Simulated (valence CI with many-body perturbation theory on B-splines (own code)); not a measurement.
# Basis-set convergence for Cl11+

Calculated by relativistic CI+MBPT: four valence electrons over a frozen Dirac-Fock core [He], radial functions for each j: 9 s, 9 p, 8 d, 6 f, 3 g, 1 h, with the one-electron correlation potential Σ1, the two-electron term Σ2, the three-electron term Σ3, Breit, model QED; selected CI, second order for the rest, scaled by the run's own slope (own B-spline code, finite nucleus).

No measured levels were compared; by estimate levels of excited configurations hold to 0.05 to 0.15 % of their energy, terms of the ground configuration to about 0.5 %. Among the levels kept, up to 330 cm⁻¹ of a level comes from second order outside the variational space, and about a tenth of that is noise between levels of different J, which matters for small intervals.

The reference run has the lowest level 2s2.2p2 3P_0 and an ionisation energy of 591.889 eV. Its largest variational space holds 23294 state functions.

Changed runs:
A. basis 6 s, 6 p, 5 d, 3 f, 1 g
B. basis 5 s, 5 p, 4 d, 2 f

Excitation energies of the reference run in cm⁻¹, and shifts in cm⁻¹:

```tsv
Level	Reference	A	B
2s2.2p2 3P_1	7220	-4.0	-10
2s2.2p2 3P_2	16608	-0.8	-3.4
2s2.2p2 1D_2	75707	+157	+470
2s2.2p2 1S_0	147229	+227	+670
2s.2p3 5S°_2	205857	-247	-756
2s.2p3 3D°_2	388269	+86	+262
2s.2p3 3D°_1	388674	+85	+260
2s.2p3 3D°_3	388931	+88	+259
2s.2p3 3P°_0	455591	+157	+473
2s.2p3 3P°_1	455749	+156	+471
2s.2p3 3P°_2	456489	+156	+469
2s.2p3 1D°_2	577567	+280	+869
Ionisation energy (eV)	591.889	-0.019	-0.061
```
